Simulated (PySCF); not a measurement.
C2H5ClSi2, SMILES C#C[SiH2][SiH2]Cl, singlet (B3LYP/def2-SVP optimised geometry):

```
10

C      2.368     1.219     0.000
C      1.150     1.219     0.000
Si    -0.686     1.143    -0.007
Si    -1.350    -1.110    -0.207
Cl    -3.443    -1.157    -0.217
H      3.443     1.228     0.001
H     -1.220     1.927    -1.157
H     -1.220     1.712     1.263
H     -0.858    -1.714    -1.476
H     -0.865    -1.927     0.941
```

Calculation: B3LYP/def2-TZVP run with PySCF.

What are the frontier orbital energies and the dipole moment?

HOMO-2 -8.71 eV, HOMO-1 -8.21 eV, HOMO -7.70 eV, LUMO -1.06 eV, LUMO+1 -0.67 eV; dipole moment 1.85 D.

Meta-Löwdin charges at B3LYP/def2-TZVP: C1 -0.15, C2 -0.29, Si3 0.42, Si4 0.47, Cl5 -0.31, H6 0.18, H7 -0.08, H8 -0.08, H9 -0.08, H10 -0.08.
